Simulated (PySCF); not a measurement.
## How methods differ on the ionisation energy of Li⁺

Li⁺ 1s2 (1S) → Li²⁺ 1s1 (2S), as a difference of total energies. Computed with PySCF 2.14 in aug-cc-pVDZ-DK, with scalar relativity by spin-free X2C-1e. Correlated levels: valence: nothing frozen. The calculations carry no spin-orbit coupling.

```json
{"method": "UHF", "ionisation energy (eV)": "75.837"}
{"method": "B3LYP", "ionisation energy (eV)": "77.238"}
{"method": "TPSS", "ionisation energy (eV)": "77.164"}
{"method": "MP2 (valence)", "ionisation energy (eV)": "75.840"}
{"method": "SCS-MP2 (valence)", "ionisation energy (eV)": "75.841"}
{"method": "CCSD (valence)", "ionisation energy (eV)": "75.840"}
```

Errors of the correlated levels include the incompleteness of this basis.

With two correlated electrons CCSD is exact in that space.

For comparison: 75.640 eV (theoretical estimate listed by NIST; NIST Atomic Spectra Database, ionization energies).
